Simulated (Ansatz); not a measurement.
Relative stability

The two ends of one reaction step of Si₂NH₉Cl₂O, singlet (PBE0-D4/def2-TZVP).

A:

Si1  (-1.409, -0.088, -0.319)
Si2  (0.240, -1.745, -0.293)
Cl3  (-1.576, 1.135, 1.387)
Cl4  (-2.948, -1.488, 0.239)
H5  (-2.099, 0.427, -1.521)
H6  (0.891, 1.310, -0.252)
N7  (0.118, 1.335, -0.924)
H8  (2.207, 0.204, 1.779)
O9  (1.692, 0.964, 1.500)
H10  (0.443, -2.165, 1.121)
H11  (-0.200, -2.916, -1.092)
H12  (1.559, -1.286, -0.825)
H13  (-0.261, 2.276, -0.940)
H14  (0.480, 1.122, -1.847)
H15  (0.861, 0.915, 1.988)
(Å)

B:

Si1  (-1.788, 1.135, -0.196)
Si2  (1.158, -2.272, -0.353)
Cl3  (-3.317, 2.017, -1.232)
Cl4  (-2.139, 1.460, 1.790)
H5  (-1.796, -0.304, -0.495)
H6  (0.936, 0.807, 0.812)
N7  (-0.243, 1.772, -0.547)
H8  (0.029, -2.283, 0.609)
O9  (1.456, 0.185, 1.345)
H10  (2.466, -2.358, 0.333)
H11  (1.008, -3.463, -1.238)
H12  (1.084, -1.071, -1.224)
H13  (-0.078, 2.760, -0.410)
H14  (0.205, 1.452, -1.395)
H15  (1.022, 0.163, 2.200)
(Å)

Computed with Ansatz 0.2.0 (basis: def2-TZVPP); correlated methods freeze the cores. B3LYP uses VWN-RPA correlation.

Q: Which structure is lower at CCSD(T), and by how much? (To be estimated.)

A: The calculation gives: B, by 50.2 kJ/mol (electronic energy, against the other). By their contacts, A is a complex of Si₂NH₇Cl₂ ([NH3][SiH]([SiH3])([Cl])[Cl]) + H₂O and B is a complex of SiNH₃Cl₂ ([NH2][SiH]([Cl])[Cl]) + SiH₄ + H₂O.

All methods give the same order:

| method | E(B) − E(A) (kJ/mol) |
| --- | --- |
| SPW92 | -6.2 |
| PBE-D4 | -22.4 |
| BLYP-D4 | -44.8 |
| r2SCAN-D4 | -38.7 |
| B97M-V | -43.7 |
| PBE0-D4 | -29.1 |
| B3LYP-D4 | -49.0 |
| r2SCAN0-D4 | -41.2 |
| BHLYP-D4 | -56.2 |
| CAM-B3LYP-D4 | -55.6 |
| wB97X-V | -45.8 |
| wB97M-V | -47.5 |
| B2PLYP | -58.5 |
| PBE-QIDH | -41.2 |
| RPA on PBE | -53.5 |
| HF | -96.4 |
| MP2 | -51.3 |
| CCSD | -57.1 |
| CCSD(T) | -50.2 |

T1 diagnostic: at most 0.011.

Labels in which every atom is bracketed show which atoms are joined, not bond orders.

For scale, one of the runs: CCSD(T)/def2-TZVPP, 356 basis functions, launched by `ansatz run in.yaml --threads 5 --pin off --events-out ev --progress --plain --max-ram 66560MiB --backend cuda --devices 0, --max-vram 37GiB`. The run took 23 s on 5 CPU threads of an AMD EPYC 7R13 and a share of one NVIDIA H100 (shared host), with 0.85 GiB of host memory at its peak.
